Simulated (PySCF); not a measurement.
Working out the electron affinity of Sb

Sb⁻ [Kr] 4d10 5s2 5p4 (3P) → Sb [Kr] 4d10 5s2 5p3 (4S). Calculation: PySCF 2.14, in aug-cc-pwCVTZ-PP with ECP28MDF (8s7p6d4f1g, 96 functions); scalar relativity through the core potential. Frozen: 4s2 4p6 4d10. Energies in hartree (1 hartree = 27.21139 eV):

| part | Sb⁻ (lower) | Sb (upper) |
| --- | --- | --- |
| UHF | -239.275841 | -239.277857 |
| CCSD correlation | -0.103732 | -0.075408 |
| (T) | -0.004743 | -0.002746 |

Q: What does Hartree-Fock give?

A: (-239.277857) − (-239.275841) = -0.002016 hartree = -0.055 eV.

Q: What do CCSD and CCSD(T) give?

A: The CCSD correlation energies differ by 0.028324 hartree = 0.771 eV and the triples by 0.001997 hartree = 0.054 eV, so CCSD gives 0.716 eV and CCSD(T) 0.770 eV.

Reference: 1.047 eV (measured; photodetachment measurements, as compiled on the Wikipedia data page of electron affinities), between the lowest levels; spin-orbit coupling is absent from the calculation.

What remains against the reference includes basis incompleteness, the frozen core and higher excitations.
